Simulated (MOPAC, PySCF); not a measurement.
C₂H₅NSi, SMILES `C=C[Si]N` (lower singlet), neutral singlet in the gas phase. This singlet lies 1.79 eV below the relaxed triplet at the level B3LYP/cc-pVTZ // PBE0-D3(BJ)/def2-TZVP (Ansatz).

Z-matrix (Å, degrees):
```
C
C 1 1.3348
H 2 1.0872 1 123.26
H 2 1.0886 3 115.86 1 -179.99
H 1 1.0921 2 117.89 3 0.02
Si 1 1.8830 5 123.66 2 179.96
N 6 1.7105 1 98.33 5 -0.21
H 7 1.0075 6 121.82 1 -179.97
H 7 1.0097 8 112.00 6 -179.96
```
Charge 0, spin multiplicity 1.

All levels are single points at this geometry (PBE0-D3(BJ)/def2-TZVP); Pople sets use spherical d functions. Orbital energies aren't observables, and empty levels follow the basis.

B3LYP/6-311+G** in PySCF gives dipole (D) = 1.79.

Estimate the dipole (D) from each of these levels: PBE0-D3(BJ)/def2-TZVP in PySCF; B3LYP/3-21G in PySCF; B3LYP/6-31G* in PySCF; M06-2X/6-31G* in PySCF; PBE/6-31G* in PySCF; HF/6-31G* in PySCF; AM1 in MOPAC; PM3 in MOPAC.


| level | dipole (D) |
|---|---|
| PBE0-D3(BJ)/def2-TZVP in PySCF | 1.97 |
| B3LYP/3-21G in PySCF | 2.44 |
| B3LYP/6-31G* in PySCF | 2.18 |
| M06-2X/6-31G* in PySCF | 2.05 |
| PBE/6-31G* in PySCF | 2.36 |
| HF/6-31G* in PySCF | 1.98 |
| AM1 in MOPAC | 2.04 |
| PM3 in MOPAC | 2.95 |
